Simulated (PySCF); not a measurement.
# Nitrogen: a sound run and one with changed settings

Sound run: N²⁺ [He] 2s2 2p1, N³⁺ [He] 2s2. Calculation: PySCF 2.14, in aug-cc-pVDZ (4s3p2d, 23 functions); no relativity, point nucleus. In the sound run the correlated levels freeze 1s2. The sound run starts from symmetry-adapted Hartree-Fock orbitals and uses a fine grid where one is needed.

Changed run: a valence shell is frozen. This setting is unsound on purpose.

Ionisation energy of N²⁺:

```csv
method,sound run (eV),changed run (eV)
UHF,47.313,47.313
MP2,47.307,47.313
SCS-MP2,47.250,47.313
CCSD,47.039,47.313
CCSD(T),47.054,47.313
CCSDT,n/a,47.313
FCI,n/a,47.313
```

Freezing a valence shell removes pair correlation that changes on ionisation.

For comparison, NIST gives 47.445 eV between the lowest levels.
